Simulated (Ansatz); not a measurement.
The first iterations of a band of F$_{2}$H$_{4}$OSi$_{2}$ (9 atoms, charge 0, multiplicity 1).

Level of theory: RKS r2SCAN-D4/def2-SVP (Ansatz 0.2.0).

* movable images: 7
* climbing image: yes
* spring: 5.0 eV/Å²
* optimiser: quadratic models (default)
* start path: through a guess of the saddle point
* force threshold: 0.05 eV/Å
* iteration limit: 60
* end points: relaxed

First end point:

```xyz
9
Properties=species:S:1:pos:R:3
Si 0.152 -0.027 0.242
H 0.580 0.027 1.646
F 1.404 0.304 -0.714
O -1.060 1.015 -0.050
Si -2.379 1.414 -0.997
H -3.602 0.780 -0.429
H -2.522 2.895 -0.982
H -2.168 0.939 -2.395
F -0.328 -1.519 -0.133
```

Last end point:

```xyz
9
Properties=species:S:1:pos:R:3
Si -0.468 -0.529 1.001
H 0.740 1.009 -0.268
F 1.397 0.329 -0.196
O -0.977 0.940 0.279
Si -2.172 1.313 -0.856
H -3.387 0.491 -0.598
H -2.491 2.759 -0.711
H -1.665 1.054 -2.234
F -0.899 -1.538 -0.229
```

| iteration | highest image above the first end (eV) | largest band force component (eV/Å) |
| --- | --- | --- |
| 1 | 6.699 | 8.348 |
| 2 | 4.813 | 4.440 |
| 3 | 3.899 | 3.642 |
| 4 | 3.475 | 2.995 |
| 5 | 3.259 | 2.524 |
| 6 | 3.683 | 3.821 |
| 7 | 3.211 | 2.327 |
| 8 | 3.120 | 2.069 |

Does the band converge within its limit, and where does its top end?

The forces met the threshold. It ended after 24 iterations with the highest image 3.569 eV above the first end. Neighbouring images differ by up to 2.1 eV, so the band resolves the path poorly. A vibrational analysis at the climbing image gives one clearly imaginary mode, 1114i cm⁻¹: a first-order saddle point. The orbitals stay closed-shell, which can raise the energy where a bond breaks towards radicals; this wasn't checked here.

The run took 5.1 min on 4 threads of Arm Neoverse V1, with other jobs on the host, peak memory 0.18 GiB.
